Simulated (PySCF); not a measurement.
Zr(Me)2(H)2 (C2H8Zr), SMILES [ZrH2]([CH3])[CH3], multiplicity 1.

Geometry: B3LYP-D3(BJ)/def2-SVP. The spin state was assumed, not searched. The structure was generated by enumeration; whether it is a known compound was not checked. The def2 effective core potentials stand for the cores of Zr; spin–orbit coupling is left out.

Two levels are set side by side: PBE/def2-TZVPD (PySCF) and r2SCAN/def2-TZVPD (PySCF). Same geometry, gas phase. Differences are taken from unrounded values.

```json
[
 {"quantity": "orbital gap (eV)", "r2SCAN": "4.48"},
 {"quantity": "highest occupied level (eV)", "r2SCAN": "-6.81"},
 {"quantity": "lowest empty level (eV)", "r2SCAN": "-2.33"},
 {"quantity": "dipole moment (D)", "r2SCAN": "1.28"},
 {"quantity": "mean polarisability (bohr³)", "r2SCAN": "80.9"}
]
```

Problem. What does PBE give, and how far is it from r2SCAN? (The exact figures need the calculation; the answer reports its results.)

Solution. 
```tsv
quantity	PBE	PBE minus r2SCAN
orbital gap (eV)	3.95	-0.54
highest occupied level (eV)	-6.55	0.26
lowest empty level (eV)	-2.60	-0.27
dipole moment (D)	1.27	-0.01
mean polarisability (bohr³)	83.7	2.8
```

Rough cost on one machine, each run with all the roots and properties that it gave: r2SCAN against PBE about 3 times.
